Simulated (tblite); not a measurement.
C2H3O2, doublet, at a GFN2-xTB geometry; GFN1-xTB run with tblite.

Input for tblite:
```
$ tblite run mol.xyz --method gfn1 --charge 0 --spin 1 --json tblite.json --no-restart

# file mol.xyz
7

C     -0.93387820    -0.06541199     0.01318371
O     -0.95258739    -1.26170140     0.00490787
O     -0.02803634     0.83430160     0.00637219
C      1.38446796     0.45047108    -0.01701847
H      1.94352282     1.38117052    -0.01853930
H      1.61200272    -0.14253780     0.86761719
H      1.58592576    -0.12978890    -0.91630983
```

Q: Write the output that tblite gives for this input, abridged.

A: 
```
xTB calculator
 | screened Coulomb repulsion
 | Coulomb electrostatics
 |  * isotropic Klopman-Ohno-Mataga-Nishimoto electrostatics
 |  * onsite third-order electrostatics
 | DFT-D3(BJ) dispersion correction

halogen bonding energy    0.0000000000000E+00 Eh
repulsion energy          1.2264233373947E-01 Eh
dispersion energy        -1.4276893721633E-03 Eh
number of electrons       2.3000000000000E+01 e
integral cutoff           1.9731147476801E+01 bohr

------------------------------------------------------------
  cycle        total energy    energy error   density error
------------------------------------------------------------
      1     -14.88156610135  -1.5002781E+01   6.5550447E-01
      2     -15.15960901276  -2.7804291E-01   3.2392808E-01
      3     -15.16325210609  -3.6430933E-03   1.7476773E-01
      4     -15.16274157403   5.1053205E-04   3.7714412E-02
      5     -15.16477459613  -2.0330221E-03   6.8343444E-03
      6     -15.16484893331  -7.4337175E-05   2.1429042E-03
      7     -15.16485412685  -5.1935387E-06   3.3003921E-04
      8     -15.16485427970  -1.5285051E-07   6.8732393E-05
      9     -15.16485428614  -6.4449317E-09   3.8701521E-05
     10     -15.16485428754  -1.4042758E-09   2.2914496E-05
     11     -15.16485428827  -7.2550321E-10   4.8716767E-09
------------------------------------------------------------

electronic energy        -1.5286068932638E+01 Eh
total energy             -1.5164854288270E+01 Eh

Post processing:
 | Mayer-Wiberg bond orders

[Info] JSON dump of results written to 'tblite.json'
```
